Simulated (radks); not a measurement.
Results of a calculation; reference values are marked as such.
Task: Ionisation of neutral erbium, [Xe] 4f12 6s2, to [Xe] 4f12 6s1 as the strength of local exchange is varied. Level of theory: Dirac Kohn-Sham, Slater X-alpha exchange (alpha = 2/3 is LDA exchange), no correlation, spin-unpolarised, spherical densities, finite nucleus; open shells fill j = l - 1/2 first; Fermi nuclear charge, rms radius 5.2516 fm (a radial shooting solver on a logarithmic mesh with Libxc functionals).

| alpha | E(Er) (hartree) | exchange (hartree) | IE (eV) | -e of the level emptied (eV) | <r> of it (bohr) |
|---|---|---|---|---|---|
| 0.664 | -13082.1921 | -262.8525 | 5.713 | 3.146 (6s1/2) | 4.080 |
| 0.667 | -13083.3797 | -264.0670 | 5.727 | 3.158 (6s1/2) | 4.077 |
| 0.701 | -13096.8482 | -277.8472 | 5.890 | 3.305 (6s1/2) | 4.040 |
| 0.805 | -13138.1416 | -320.1845 | 6.408 | 3.780 (6s1/2) | 3.928 |
| 0.865 | -13162.0302 | -344.7374 | 6.720 | 4.068 (6s1/2) | 3.865 |
| 1.041 | -13232.3777 | -417.2955 | 7.686 | 4.973 (6s1/2) | 3.692 |
| ? | -13084.1716 | -264.8767 | 5.736 | 3.167 (6s1/2) | 4.075 |

Which alpha was used in the last row?

Result: alpha = 0.669. NIST Atomic Spectra Database: 6.108 eV (measured). The Delta-SCF value meets it near alpha = 0.74. Spin polarisation and multiplet splitting are left out, so open shells lie too high by an amount that depends on their filling.

Beside tabulated values, note that spin-unpolarised runs miss the spin-polarisation part of the exchange energy of open shells.
